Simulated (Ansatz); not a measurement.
`C#[C][SnH2][F]`, 7 atoms. Total charge 0; spin multiplicity 1. Correlated methods include outer-core shells of Sn, which these sets cover unevenly. Sn takes the def2 core potential. All runs use 2 threads of a server CPU on a shared host. Correlated methods freeze the cores.

(1) Give the basis size and wall time and peak host memory of each of these runs in Ansatz. RKS ωB97M-V/def2-SVP energy; RKS PBE0-D4/def2-TZVP relaxation (5 steps); RHF-CCSD(T)/def2-TZVPP energy; RKS ωB97M-V/def2-QZVPP energy; RKS PBE0-D4/def2-QZVPP energy; RHF-CCSD(T)/def2-SVP energy; direct RPA on PBE orbitals/def2-TZVPP energy; RKS r2SCANh-D4/def2-TZVPP energy; RKS PBE0-D4/def2-TZVP frequencies; RKS PBE-D4/def2-TZVPP energy and forces; RKS PBE0-D4/def2-SVP energy; RKS B3LYP-D4/def2-TZVPP energy and forces. (An estimate is asked.)

Answers

(1) Computed: Other jobs shared the machine, so times are rough.

```
                                level                   job  functions  wall time  peak host memory (GiB)
                 RKS PBE0-D4/def2-SVP                energy         83      2.3 s                    0.16
                RKS PBE-D4/def2-TZVPP     energy and forces        185      4.1 s                     0.2
              RKS B3LYP-D4/def2-TZVPP     energy and forces        185      7.5 s                     0.4
                 RHF-CCSD(T)/def2-SVP                energy         83      8.5 s                    0.31
            RKS r2SCANh-D4/def2-TZVPP                energy        185      8.5 s                    0.37
                 RKS ωB97M-V/def2-SVP                energy         83       11 s                    0.24
direct RPA on PBE orbitals/def2-TZVPP                energy        185       11 s                    0.39
               RKS PBE0-D4/def2-QZVPP                energy        343       12 s                    0.81
               RKS ωB97M-V/def2-QZVPP                energy        343       30 s                       1
                RKS PBE0-D4/def2-TZVP  relaxation (5 steps)        161       35 s                    0.36
               RHF-CCSD(T)/def2-TZVPP                energy        185    2.9 min                     2.2
                RKS PBE0-D4/def2-TZVP           frequencies        161    3.2 min                    0.36
```

B3LYP here is the variant with VWN-RPA as its local correlation; programs differ in this.
